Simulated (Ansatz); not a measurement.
# Molecular dynamics of Cl₂F₂Zr

input.yaml

```yaml
crystal:
  periodic: [false, false, false]
  atoms:
    - { symbol: Zr, position_ang: [0.012207, 0.013662, 0.040722] }
    - { symbol: Cl, position_ang: [-0.012288, -0.078291, 2.37889] }
    - { symbol: F, position_ang: [1.779809, 0.079673, -0.573231] }
    - { symbol: F, position_ang: [-0.898005, 1.399957, -0.780687] }
    - { symbol: Cl, position_ang: [-1.172538, -1.932821, -0.789459] }
basis:
  gaussian: { orbitals: def2-SVP }
hamiltonian:
  xc: r2scan
md:
  timestep: 2.0
  n_steps: 150
  ensemble: nvt_langevin
  temperature: 300.0
  initial_velocities: maxwell_boltzmann
  seed: 974831
  friction: 0.01
```

Command:

```bash
$ ansatz run input.yaml --threads 2 --pin off --max-ram 3072MiB --backend cpu --events-out ev --progress --plain --runs-dir out
```

It goes on from the last frame of an earlier run, with new velocities.

Output, in part (one step line in 3, the closing report, with atoms numbered from 0):

```
md step     0: t =     0.00 fs  T =   240.0 K  F+E_penalty+E_count = -31753.42075936 eV  E_kin = 0.155112 eV  (28 SCF iters)
md step     3: t =     6.00 fs  T =   192.2 K  F+E_penalty+E_count = -31753.40780471 eV  E_kin = 0.124244 eV  (32 SCF iters)
md step     6: t =    12.00 fs  T =   250.6 K  F+E_penalty+E_count = -31753.44379122 eV  E_kin = 0.161988 eV  (31 SCF iters)
md step     9: t =    18.00 fs  T =   323.3 K  F+E_penalty+E_count = -31753.48077219 eV  E_kin = 0.208936 eV  (30 SCF iters)
md step    12: t =    24.00 fs  T =   229.9 K  F+E_penalty+E_count = -31753.45421620 eV  E_kin = 0.148608 eV  (31 SCF iters)
md step    15: t =    30.00 fs  T =   217.0 K  F+E_penalty+E_count = -31753.41785488 eV  E_kin = 0.140240 eV  (32 SCF iters)
md step    18: t =    36.00 fs  T =   200.5 K  F+E_penalty+E_count = -31753.39991706 eV  E_kin = 0.129586 eV  (29 SCF iters)
md step    21: t =    42.00 fs  T =   137.0 K  F+E_penalty+E_count = -31753.40877009 eV  E_kin = 0.088518 eV  (32 SCF iters)
md step    24: t =    48.00 fs  T =   207.5 K  F+E_penalty+E_count = -31753.41931292 eV  E_kin = 0.134094 eV  (32 SCF iters)
md step    27: t =    54.00 fs  T =   292.1 K  F+E_penalty+E_count = -31753.44894699 eV  E_kin = 0.188794 eV  (32 SCF iters)
md step    30: t =    60.00 fs  T =   382.5 K  F+E_penalty+E_count = -31753.48690244 eV  E_kin = 0.247212 eV  (32 SCF iters)
md step    33: t =    66.00 fs  T =   425.2 K  F+E_penalty+E_count = -31753.47361563 eV  E_kin = 0.274786 eV  (33 SCF iters)
md step    36: t =    72.00 fs  T =   287.5 K  F+E_penalty+E_count = -31753.42618572 eV  E_kin = 0.185818 eV  (31 SCF iters)
md step    39: t =    78.00 fs  T =   240.6 K  F+E_penalty+E_count = -31753.40551072 eV  E_kin = 0.155496 eV  (33 SCF iters)
md step    42: t =    84.00 fs  T =   257.0 K  F+E_penalty+E_count = -31753.40551401 eV  E_kin = 0.166109 eV  (32 SCF iters)
md step    45: t =    90.00 fs  T =   302.9 K  F+E_penalty+E_count = -31753.38067489 eV  E_kin = 0.195775 eV  (32 SCF iters)
md step    48: t =    96.00 fs  T =   226.2 K  F+E_penalty+E_count = -31753.35369986 eV  E_kin = 0.146204 eV  (32 SCF iters)
md step    51: t =   102.00 fs  T =   408.6 K  F+E_penalty+E_count = -31753.44240608 eV  E_kin = 0.264078 eV  (31 SCF iters)
md step    54: t =   108.00 fs  T =   465.5 K  F+E_penalty+E_count = -31753.49939533 eV  E_kin = 0.300851 eV  (31 SCF iters)
md step    57: t =   114.00 fs  T =   474.9 K  F+E_penalty+E_count = -31753.46094112 eV  E_kin = 0.306953 eV  (30 SCF iters)
md step    60: t =   120.00 fs  T =   387.2 K  F+E_penalty+E_count = -31753.40265221 eV  E_kin = 0.250265 eV  (32 SCF iters)
md step    63: t =   126.00 fs  T =   329.4 K  F+E_penalty+E_count = -31753.38751444 eV  E_kin = 0.212893 eV  (31 SCF iters)
md step    66: t =   132.00 fs  T =   528.6 K  F+E_penalty+E_count = -31753.43914263 eV  E_kin = 0.341614 eV  (31 SCF iters)
md step    69: t =   138.00 fs  T =   417.0 K  F+E_penalty+E_count = -31753.40840837 eV  E_kin = 0.269511 eV  (30 SCF iters)
md step    72: t =   144.00 fs  T =   352.1 K  F+E_penalty+E_count = -31753.34388661 eV  E_kin = 0.227574 eV  (31 SCF iters)
md step    75: t =   150.00 fs  T =   463.5 K  F+E_penalty+E_count = -31753.41878879 eV  E_kin = 0.299584 eV  (31 SCF iters)
md step    78: t =   156.00 fs  T =   537.7 K  F+E_penalty+E_count = -31753.45770741 eV  E_kin = 0.347487 eV  (31 SCF iters)
md step    81: t =   162.00 fs  T =   346.5 K  F+E_penalty+E_count = -31753.36828319 eV  E_kin = 0.223919 eV  (32 SCF iters)
md step    84: t =   168.00 fs  T =   272.1 K  F+E_penalty+E_count = -31753.29524755 eV  E_kin = 0.175827 eV  (33 SCF iters)
md step    87: t =   174.00 fs  T =   373.9 K  F+E_penalty+E_count = -31753.33285726 eV  E_kin = 0.241627 eV  (32 SCF iters)
md step    90: t =   180.00 fs  T =   452.8 K  F+E_penalty+E_count = -31753.43761472 eV  E_kin = 0.292613 eV  (31 SCF iters)
md step    93: t =   186.00 fs  T =   471.4 K  F+E_penalty+E_count = -31753.47398705 eV  E_kin = 0.304636 eV  (31 SCF iters)
md step    96: t =   192.00 fs  T =   413.0 K  F+E_penalty+E_count = -31753.38972462 eV  E_kin = 0.266949 eV  (31 SCF iters)
md step    99: t =   198.00 fs  T =   371.4 K  F+E_penalty+E_count = -31753.38674797 eV  E_kin = 0.240049 eV  (31 SCF iters)
md step   102: t =   204.00 fs  T =   576.6 K  F+E_penalty+E_count = -31753.45254825 eV  E_kin = 0.372675 eV  (30 SCF iters)
md step   105: t =   210.00 fs  T =   552.4 K  F+E_penalty+E_count = -31753.42672909 eV  E_kin = 0.357025 eV  (31 SCF iters)
md step   108: t =   216.00 fs  T =   445.7 K  F+E_penalty+E_count = -31753.37588451 eV  E_kin = 0.288066 eV  (31 SCF iters)
md step   111: t =   222.00 fs  T =   609.1 K  F+E_penalty+E_count = -31753.41988329 eV  E_kin = 0.393672 eV  (31 SCF iters)
md step   114: t =   228.00 fs  T =   631.4 K  F+E_penalty+E_count = -31753.45471106 eV  E_kin = 0.408059 eV  (30 SCF iters)
md step   117: t =   234.00 fs  T =   482.9 K  F+E_penalty+E_count = -31753.40049670 eV  E_kin = 0.312115 eV  (31 SCF iters)
md step   120: t =   240.00 fs  T =   414.4 K  F+E_penalty+E_count = -31753.32958662 eV  E_kin = 0.267820 eV  (32 SCF iters)
md step   123: t =   246.00 fs  T =   477.1 K  F+E_penalty+E_count = -31753.34284705 eV  E_kin = 0.308328 eV  (31 SCF iters)
md step   126: t =   252.00 fs  T =   526.8 K  F+E_penalty+E_count = -31753.37741258 eV  E_kin = 0.340453 eV  (31 SCF iters)
md step   129: t =   258.00 fs  T =   523.5 K  F+E_penalty+E_count = -31753.39087487 eV  E_kin = 0.338317 eV  (30 SCF iters)
md step   132: t =   264.00 fs  T =   522.4 K  F+E_penalty+E_count = -31753.39676691 eV  E_kin = 0.337625 eV  (31 SCF iters)
md step   135: t =   270.00 fs  T =   411.3 K  F+E_penalty+E_count = -31753.38880069 eV  E_kin = 0.265801 eV  (32 SCF iters)
md step   138: t =   276.00 fs  T =   335.4 K  F+E_penalty+E_count = -31753.36023545 eV  E_kin = 0.216781 eV  (31 SCF iters)
md step   141: t =   282.00 fs  T =   321.3 K  F+E_penalty+E_count = -31753.35648953 eV  E_kin = 0.207626 eV  (31 SCF iters)
md step   144: t =   288.00 fs  T =   280.8 K  F+E_penalty+E_count = -31753.37828163 eV  E_kin = 0.181449 eV  (32 SCF iters)
md step   147: t =   294.00 fs  T =   280.8 K  F+E_penalty+E_count = -31753.40658577 eV  E_kin = 0.181461 eV  (31 SCF iters)
md step   150: t =   300.00 fs  T =   424.7 K  F+E_penalty+E_count = -31753.45408796 eV  E_kin = 0.274456 eV  (30 SCF iters)
Total energy: -31753.45411799 eV, -1166.9179155720 hartree
Atom 0 at    -0.281274    -0.068981    -0.004355 Å, force     0.206847     0.966709    -0.116047 eV/Å
Atom 1 at    -1.021830     0.846574     2.011617 Å, force    -0.189418     0.035127     0.018630 eV/Å
Atom 2 at     1.522779    -0.443789     0.404899 Å, force     0.110046    -0.377693    -0.155508 eV/Å
Atom 3 at    -0.210061     1.272366    -1.349073 Å, force    -0.044994    -0.225370     0.296928 eV/Å
Atom 4 at    -1.741334    -1.691339    -0.821135 Å, force    -0.082481    -0.398774    -0.044002 eV/Å
Dipole moment:     0.013962    -0.136995    -0.027657 e Å
```

The run went to its last step. The mean temperature of the second half is 50 % above the set value. A run of 0.3 ps of so small a system gives no equilibrium averages.

The same pairs are bonded in the first frame and the last. Pairs count as bonded within 1.25 times the sum of covalent radii (0.12 Å more for H–H).

Last frame:

```xyz
5
Properties=species:S:1:pos:R:3
Zr -0.281 -0.069 -0.004
Cl -1.022 0.847 2.012
F 1.523 -0.444 0.405
F -0.210 1.272 -1.349
Cl -1.741 -1.691 -0.821
```

Run time: 13 min on 2 threads of Arm Neoverse V2, with other jobs on the host, peak memory 0.17 GiB.
